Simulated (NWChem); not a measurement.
System: CH7FSi2; SMILES [SiH2](CF)[SiH3]

The following NWChem deck was run.

```
start job
memory heap 200 mb stack 900 mb global 1100 mb
geometry units angstroms noautoz
  F     -1.070992     1.780489    -0.234393
  C      0.138250     1.657215     0.420304
  Si     1.001601     0.053255    -0.149038
  Si    -0.520529    -1.720974     0.040260
  H     -0.042318     1.635420     1.510427
  H      0.756634     2.547920     0.208607
  H      2.204003    -0.169590     0.714608
  H      1.453620     0.200351    -1.566415
  H     -1.672302    -1.509061    -0.885594
  H     -1.032573    -1.788194     1.443713
  H      0.137151    -3.020881    -0.293532
end
basis spherical
  * library def2-svp
end
dft
  xc b3lyp
  iterations 150
  mulliken
end
task dft energy
```

Parts of the log:

```
             Northwest Computational Chemistry Package (NWChem) 7.3.0
             --------------------------------------------------------

 C1  symmetry detected

                             Geometry "geometry" -> ""
                             -------------------------

 Output coordinates in angstroms (scale by  1.889725989 to convert to a.u.)

  No.       Tag          Charge          X              Y              Z
 ---- ---------------- ---------- -------------- -------------- --------------
    1 F                    9.0000    -1.05244640     1.77730211    -0.24020360
    2 C                    6.0000     0.15581859     1.64704781     0.41494552
    3 Si                  14.0000     1.00730254     0.03504060    -0.14951950
    4 Si                  14.0000    -0.52792588    -1.72729870     0.04499514
    5 H                    1.0000    -0.02495829     1.62986189     1.50511631
    6 H                    1.0000     0.78078792     2.53251247     0.20061991
    7 H                    1.0000     2.20798074    -0.19410374     0.71487602
    8 H                    1.0000     1.46046610     0.17453230    -1.56729975
    9 H                    1.0000    -1.67805437    -1.50964743    -0.88157173
   10 H                    1.0000    -1.04052096    -1.78651451     1.44860751
   11 H                    1.0000     0.12013164    -3.03303347    -0.28484791

 Effective nuclear repulsion energy (a.u.)     215.0588086908

                                 NWChem DFT Module
                                 -----------------

 Summary of "ao basis" -> "ao basis" (spherical)
 ------------------------------------------------------------------------------
       Tag                 Description            Shells   Functions and Types
 ---------------- ------------------------------  ------  ---------------------
 F                          def2-svp                 6       14   3s2p1d
 C                          def2-svp                 6       14   3s2p1d
 Si                         def2-svp                 8       18   4s3p1d
 H                          def2-svp                 3        5   2s1p

            General Information
            -------------------
          SCF calculation type: DFT
          Wavefunction type:  closed shell.
          No. of atoms     :    11
          No. of electrons :    50
           Alpha electrons :    25
            Beta electrons :    25
          Charge           :     0
          Spin multiplicity:     1
          Use of symmetry is: off; symmetry adaption is: off
          Maximum number of iterations: 150
          AO basis - number of functions:    99
                     number of shells:    49
          Convergence on energy requested:  1.00D-06
          Convergence on density requested:  1.00D-05
          Convergence on gradient requested:  5.00D-04

              XC Information
              --------------
                         B3LYP Method XC Potential
                     Hartree-Fock (Exact) Exchange  0.200
                        Slater Exchange Functional  0.800 local
                    Becke 1988 Exchange Functional  0.720 non-local
              Lee-Yang-Parr Correlation Functional  0.810
                  VWN I RPA Correlation Functional  0.190 local

             Grid Information
             ----------------
          Grid used for XC integration:  medium
          Radial quadrature: Mura-Knowles
          Angular quadrature: Lebedev.
          Tag              B.-S. Rad. Rad. Pts. Rad. Cut. Ang. Pts.
          ---              ---------- --------- --------- ---------
          F                   0.50       49          12.0       434
          C                   0.70       49          12.0       434
          Si                  1.10       88          11.0       590
          H                   0.35       45          13.0       434
          Grid pruning is: on
          Number of quadrature shells:   589
          Spatial weights used:  Erf1

      Superposition of Atomic Density Guess
      -------------------------------------

 Sum of atomic energies:        -717.88936362

      Non-variational initial energy
      ------------------------------

 Total energy =    -719.262630
 1-e energy   =   -1422.104260
 2-e energy   =     487.782821
 HOMO         =      -0.308948
 LUMO         =       0.059597

     ---------------------------------------------
      Total Density - Mulliken Population Analysis
     ---------------------------------------------

    Atom       Charge   Shell Charges
 -----------   ------   -------------------------------------------------------
    1 F    9     9.44   1.99  1.14  0.78  3.45  2.07  0.00
    2 C    6     5.88   1.99  0.93  0.28  1.75  0.87  0.05
    3 Si  14    13.72   2.00  1.99  1.04  0.28  5.94  1.16  1.19  0.12
    4 Si  14    13.82   2.00  1.99  1.03  0.30  5.94  1.17  1.30  0.09
    5 H    1     0.92   0.69  0.21  0.02
    6 H    1     0.92   0.69  0.21  0.02
    7 H    1     1.05   0.69  0.36  0.01
    8 H    1     1.07   0.70  0.36  0.01
    9 H    1     1.06   0.69  0.36  0.01
   10 H    1     1.06   0.69  0.36  0.01
   11 H    1     1.06   0.69  0.36  0.01

   convergence    iter        energy       DeltaE   RMS-Dens  Diis-err
 ---------------- ----- ----------------- --------- --------- ---------
 d= 0,ls=0.0,diis     1   -720.8149560859 -9.36D+02  1.04D-02  4.60D-01
 d= 0,ls=0.0,diis     2   -720.8177448704 -2.79D-03  5.14D-03  5.69D-01
 d= 0,ls=0.0,diis     3   -720.8691503636 -5.14D-02  1.10D-03  3.26D-02
 d= 0,ls=0.0,diis     4   -720.8717909012 -2.64D-03  3.38D-04  1.19D-03
 d= 0,ls=0.0,diis     5   -720.8719342700 -1.43D-04  8.69D-05  6.88D-05
  Resetting Diis
 d= 0,ls=0.0,diis     6   -720.8719432073 -8.94D-06  2.55D-05  5.72D-06
 d= 0,ls=0.0,diis     7   -720.8719440986 -8.91D-07  7.98D-06  1.89D-07

[...]
```

Level: B3LYP/def2-SVP. The geometry was optimised at PBE0/def2-SVP.
